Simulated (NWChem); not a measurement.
AlH2I; SMILES [AlH2][I]

def2 effective core potentials on I; no spin-orbit coupling.

Task: Give the equilibrium geometry at PBE0/def2-SVP with def2 effective core potentials on I (NWChem) as an XYZ file, with the point group.

Result: point group C2v; any orientation.
```
4

Al     0.0000     0.0000    -1.9579
H      0.0000     1.3996    -2.6935
H      0.0000    -1.3996    -2.6935
I      0.0000     0.0000     0.5166
```
